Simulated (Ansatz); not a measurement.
Calculated with Ansatz (gas phase, PBE0-D4/def2-TZVP geometries, no zero-point term in ΔE). CBS: MP2 limit from def2 TZ/QZ plus the TZ coupled-cluster correction, frozen cores. This one scheme is used for every species, atoms too. DFT in def2-TZVPP. Open shells (•) are unrestricted, without spin–orbit coupling. Spin–orbit coupling would lower the free atoms: a little for B, C, F, S. One conformer a species, not always the lowest.

`B/N=C(/F)S` → B• + C• + F• + 3 H• + N• + S•  (atomization)

(1) What is ΔE at CCSD(T)/CBS? (Estimate.)

(2) What do these levels give: revPBE-D4, B2PLYP, r2SCAN0, CAM-B3LYP, HF/def2-SVP, MP2/def2-SVP, HF/def2-TZVPP, SCS-MP2/def2-TZVPP, CCSD/def2-TZVPP, CCSD(T)/def2-TZVPP, HF/CBS(def2), CCSD/CBS(def2)? (Estimate.)

Largest T1 diagnostic among the species: 0.015.

## Answers

(1) The calculation gave: +2976.2 kJ/mol.

(2) Computed: revPBE-D4 3042.7, B2PLYP 2978.2, r2SCAN0 2940.7, CAM-B3LYP 3016.1, HF/def2-SVP 2068.1, MP2/def2-SVP 2883.3, HF/def2-TZVPP 2043.0, SCS-MP2/def2-TZVPP 2946.0, CCSD/def2-TZVPP 2816.7, CCSD(T)/def2-TZVPP 2884.4, HF/CBS(def2) 2048.3, CCSD/CBS(def2) 2908.5 kJ/mol.

The D4 term adds +24.6 kJ/mol with B3LYP and +12.8 kJ/mol with PBE0; it sums over pairs of atoms, weighted by their polarisabilities, and B3LYP, whose exchange is more repulsive, gets the larger term. From r2SCAN to r2SCAN0 (25 % exact exchange), in def2-TZVPP and without D4, ΔE moves by −86.9 kJ/mol: exact exchange takes away binding that semilocal exchange gives to molecules. At CCSD(T), def2-SVP lies −168.2 kJ/mol from the extrapolated value and def2-TZVPP −91.8 kJ/mol: correlation converges slowly with the basis, and small sets miss more of it in the bonded molecule than in its fragments.

B3LYP here is the variant with VWN-RPA as its local correlation; programs differ in this.

For atomizations the MP2-based limit and the directly extrapolated one differ by several kJ/mol either way, and by 10 to 25 for some Ge, Se and Sn compounds, so smaller differences from it don't rank the levels.
